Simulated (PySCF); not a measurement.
ClH5SSi2.
Z-matrix (Å and degrees, GFN2-xTB geometry), rows numbered from 1:
```
Si
S   1  2.1564
Si  2  2.1429  1  105.18
Cl  3  2.0118  2  111.77  1    53.49
H   1  1.4512  2  102.34  3   175.72
H   1  1.4582  2  107.83  3    56.05
H   1  1.4560  2  108.26  3   -64.24
H   3  1.4489  2  103.44  1   172.44
H   3  1.4547  2  108.83  1   -65.73
```

Method: PBE0/def2-SVPD in PySCF (dipole) on a GFN2-xTB geometry, gas phase.

Masses are those of the commonest isotopes; rigid-rotor values at the optimised geometry. The values belong to one conformer with, in the numbering `[SiH3:1][S:2][SiH2:3][Cl:4]`, Si1–S2–Si3–Cl4 53°.

Q: What are A, B and C (MHz)?

A: Ia = 124.30, Ib = 332.29, Ic = 420.70 u·Å²; 505379 MHz·u·Å²/I gives A = 4066, B = 1521, C = 1201 MHz.

Q: What kind of rotor is it?

A: An asymmetric top; Ray's κ = -0.777.

Q: What does the inertial defect say?

A: Not planar: Δ = Ic − Ia − Ib = -35.89 u·Å². For a rigid frame Δ = −2 Σ m c², so Σ m c² = 17.94 u·Å² lies off the ab plane: 6.51 from hydrogen and 11.44 from heavier atoms. The atom farthest from that plane is 1.86 Å away.

Q: List the rotational levels J(Ka,Kc) to J = 4 (K).

A: Above 0(0,0), as E/k:
J = 1: 1(0,1) 0.131, 1(1,1) 0.253, 1(1,0) 0.268
J = 2: 2(0,2) 0.391, 2(1,2) 0.499, 2(1,1) 0.545, 2(2,1) 0.911, 2(2,0) 0.913
J = 3: 3(0,3) 0.777, 3(1,3) 0.867, 3(1,2) 0.959, 3(2,2) 1.303, 3(2,1) 1.310, 3(3,1) 1.953, 3(3,0) 1.953
J = 4: 4(0,4) 1.287, 4(1,4) 1.356, 4(1,3) 1.509, 4(2,3) 1.825, 4(2,2) 1.844, 4(3,2) 2.478, 4(3,1) 2.479, 4(4,1) 3.384, 4(4,0) 3.384

Q: Which types of transition are allowed, and where do some lines up to J = 2 fall?

A: The dipole components are |μa| = 0.38 D, |μb| = 0.34 D, |μc| = 0.87 D. Intensities carry the squares of the components, which stand as 0.19 : 0.16 : 1.00 (a : b : c). Some lines, for components of 0.1 D or more:

```
type  branch         J(Ka,Kc)    MHz  lower level (cm⁻¹)
   c       Q  2(1,2) ← 2(0,2)   2254               0.271
   a       R  2(1,2) ← 1(1,1)   5125               0.176
   b       R  1(1,1) ← 0(0,0)   5267               0.000
   c       R  1(1,0) ← 0(0,0)   5587               0.000
   a       R  2(1,1) ← 1(1,0)   5764               0.186
   b       Q  2(2,0) ← 2(1,1)   7663               0.379
   b       R  2(1,2) ← 1(0,1)   7670               0.091
   b       Q  2(2,1) ← 2(1,2)   8594               0.347
   c       R  2(1,1) ← 1(0,1)   8629               0.091
   c       R  2(2,1) ← 1(1,1)  13719               0.176
```

Whether it is a minimum is left open (no frequencies). No vibrational averaging or centrifugal distortion is included, and the geometry carries the error of its method. A rigid rotor knows nothing of internal rotation, which can split or shift real lines. Quadrupole hyperfine structure (35Cl) is left out.

Hardware: one thread, Arm Neoverse V1 (aarch64), no GPU, shared host with 32 logical CPUs at a one-minute load of 18. Cost: 12 s (grids of density and orbitals included), 0.62 GiB resident at most. This is the PBE0/def2-SVPD job that gave the dipole, with the excitations it also computed.
